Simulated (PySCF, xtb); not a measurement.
AlClH4O3Si, SMILES [OH][Al]([OH])[O][SiH2]Cl.

GFN2-xTB run with xtb 6.7.1 at its own geometry gives an orbital gap of 4.18 eV and a dipole moment of 2.91 D.

Coordinates come from a B3LYP-D3(BJ)/def2-SVP optimisation. The structure was generated by enumeration; whether it is a known compound was not checked. Other conformers were not sampled.

Q: What does ωB97X/def2-TZVP (PySCF) give? (An estimate is asked for; the answer gives what the named calculation found.)

A: gap 12.41 eV (levels -11.18 and 1.24 eV), dipole 1.87 D.
